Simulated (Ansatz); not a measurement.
Results of the Gaussian-basis code of Ansatz.

A structure relaxed at PBE0-D4/def2-TZVP, charge 0, multiplicity 1:

```xyz
10

C    -0.5585   -1.6217   -1.3328
S    -0.6907   -1.1505    0.4276
Al    0.3177    0.7618    0.4235
N     0.4925    1.7470    1.8635
F     0.9518    1.3094   -1.0008
H     0.0298   -0.9043   -1.9014
H    -0.0842   -2.6003   -1.3891
H    -1.5607   -1.6806   -1.7544
H     0.1428    1.5010    2.7742
H     0.9595    2.6382    1.8897
```

(1) Give its formula and SMILES.

(2) Point group (tolerance 0.08 Å, 0.16 Å for H)?

(3) Summarise the bond lengths by kind.

Results:

(1) CH5AlFNS, `C[S][Al]([NH2])[F]`.

(2) Cs.

(3) 1 × C–S 1.827 Å; 3 × C–H 1.088 to 1.089 Å; 1 × Al–S 2.162 Å; 1 × Al–N 1.754 Å; 1 × Al–F 1.652 Å; 2 × H–N 1.006 Å.
